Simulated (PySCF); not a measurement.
Species, as SMILES: F[SiH] (F-SiH) (closed-shell singlet).
Geometry (B3LYP-D3(BJ)/def2-TZVP, fixed):
```xyz
3

Si    -0.2468    -0.3148     0.4521
H     -0.9813    -1.2112    -0.5591
F      0.4929     0.6243    -0.6411
```

Basis-set convergence of the mean static polarisability at HF with PySCF. All functions are spherical. Density fitting with generated auxiliary sets. In sets without p functions on hydrogen, species with hydrogen take exact integrals. No added dispersion term, no relativity. Reference: the value in aug-pcseg-3, 31.63 bohr³, itself unsure by roughly 0.2 % (its mean distance from aug-cc-pV(Q+d)Z, aug-pcseg-2, aug-cc-pV(T+d)Z). Deviations are taken from unrounded values.

```csv
basis,functions,mean static polarisability (bohr³),minus reference (%)
STO-3G,15,10.88,-65.6
3-21G,24,21.91,-30.7
6-31G,24,22.90,-27.6
6-31G*,34,23.53,-25.6
6-31G**,37,23.63,-25.3
6-31+G*,42,26.37,-16.7
6-311G**,50,24.34,-23.1
6-311+G**,58,27.08,-14.4
"6-311++G(2d,2p)",72,28.70,-9.3
"6-311++G(3df,3pd)",104,30.56,-3.4
```

Of the sets listed that have larger relatives (same family, alike in diffuse functions), none stays within 1 % of the reference together with them.
